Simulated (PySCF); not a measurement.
A small calculation by hand: entropy of an ideal gas

BBrFH₂N, SMILES NB(F)Br.

The structure is a stationary point at PBE0-D3(BJ)/def2-SVP. Other conformers were not sampled.

PBE0-D3(BJ)/def2-SVP run with PySCF gives the harmonic wavenumbers 283, 330, 465, 531, 573, 593, 896, 1226, 1444, 1601, 3642, 3761 cm⁻¹ and the rotational temperatures 0.4686, 0.1345, 0.1045 K. The molar mass is 125.74 g/mol, the symmetry number 1, the spin multiplicity 1.

**Question.** Work out the entropy at 298.15 K and 1 atm in the rigid-rotor, harmonic-oscillator model.

**Answer.** 
Translation (Sackur–Tetrode at 1 atm): S = R[1.5 ln M + 2.5 ln T − 1.16487] = 169.0 J/(mol K).
Rotation: q = (√π/σ) T^1.5/√(θA θB θC) = 112000, S = R[ln q + 3/2] = 109.2 J/(mol K).
Vibration: with u = 1.4388 ν/T, each mode gives R[u/(e^u − 1) − ln(1 − e^−u)]:
| ν (cm⁻¹) | modes | u | S (J/(mol K)) |
|---|---|---|---|
| 283 | 1 | 1.37 | 6.34 |
| 330 | 1 | 1.59 | 5.27 |
| 465 | 1 | 2.24 | 3.15 |
| 531 | 1 | 2.56 | 2.45 |
| 573 | 1 | 2.77 | 2.09 |
| 593 | 1 | 2.86 | 1.93 |
| 896 | 1 | 4.32 | 0.59 |
| 1226 | 1 | 5.92 | 0.16 |
| 1444 | 1 | 6.97 | 0.06 |
| 1601 | 1 | 7.73 | 0.03 |
The stiffer modes add less than 0.005 each. Sum 22.1 J/(mol K).
Spin: R ln 1 = 0.0 J/(mol K).
Total 300.3 J/(mol K); the program's own thermochemistry gives 300.3. Translation makes up 56 % and vibration 7 %. Anharmonicity, hindered rotation and orbital degeneracy are left out.
